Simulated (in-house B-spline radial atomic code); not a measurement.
A fraction x of an electron is moved 5s → 5d in the barium ion Ba⁴⁺, starting from [Kr] 4d10 5s2 5p4 and keeping the highest spin. Method: scalar-relativistic (X2C) r2SCAN, spin-polarised, spherical fractional occupations, Fermi nucleus of rms radius 4.8378 fm. Calculated with an all-electron radial atomic-structure program (B-spline basis).

```csv
x,E(x) - E(0) (eV),5s down level (eV),5d up level (eV)
0,0.0000,-69.468,-
0.125,4.5967,-69.535,-32.915
0.25,?,?,?
0.375,13.6814,-69.622,-33.559
0.5,?,?,?
0.625,22.6298,-69.661,-34.136
0.75,27.0535,-69.665,-34.411
0.875,31.4425,-69.645,-34.678
1,35.7947,-,-34.939
```

What belongs in the row x = 0.25?

An energy change of 9.1564 eV; 5s down at -69.586 eV, 5d up at -33.249 eV.

What belongs in the row x = 0.5?

An energy change of 18.1724 eV; 5s down at -69.646 eV, 5d up at -33.853 eV.

Check Janak's theorem between x = 0.625 and 0.75.

The slope of the energy is 35.39 eV; the orbital levels give 35.39 eV (ε of the receiving orbital less ε of the emptying one, averaged over the two points).
